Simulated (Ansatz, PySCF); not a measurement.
Species: GaI2, charge 1, multiplicity 1. 
Coordinates optimised at B3LYP-D3(BJ)/def2-TZVP (Ansatz, a program for electronic structure):
```
Ga
I 1 2.3869
I 1 2.3869 2 180.00
```
Charge +1, spin multiplicity 1.

Total electronic energies in hartree. Cores are frozen in the correlated levels unless marked. Spin-orbit coupling is left out. The frozen core is the preceding noble-gas configuration, with the filled d and f shells of earlier blocks. Past Kr the def2 sets carry scalar-relativistic core potentials. Basis-set limits of correlation are two-point, X^-3; Hartree-Fock from the larger set. [CCSD(T)-MP2]/basis is that difference in the basis named.

```csv
level,program,energy (Eh)
RI-HF/def2-TZVPP,Ansatz,-2516.41609
r2SCAN/def2-TZVPD,Ansatz,-2520.30785
r2SCAN-D3(BJ)/def2-TZVPD,Ansatz + dftd3,-2520.30885
PBE0/def2-TZVPD,Ansatz,-2519.86233
M06-2X/def2-TZVPD,PySCF,-2519.92996
HSE06-D3(BJ)/def2-TZVPD,Ansatz + dftd3,-2519.86339
MP2/def2-TZVPP,Ansatz,-2516.73162
RI-MP2/def2-TZVPP,Ansatz,-2516.73153
SCS-MP2/def2-QZVPP,Ansatz,-2516.81354
CCSD/def2-TZVPP,Ansatz,-2516.76128
CCSD/def2-TZVPPD,Ansatz,-2516.76334
"CCSD/CBS(def2-TZVPP,def2-QZVPP)",Ansatz,-2516.8680
CCSD(T)/def2-QZVPP,Ansatz,-2516.86055
"RI-MP2/CBS(def2-TZVPP,def2-QZVPP)+[CCSD(T)-MP2]/def2-TZVPP",Ansatz,-2516.8888
"CCSD(T)/CBS(def2-TZVPP,def2-QZVPP)",Ansatz,-2516.8904
```

Totals of different functionals don't rank their quality; only differences between species are comparable.
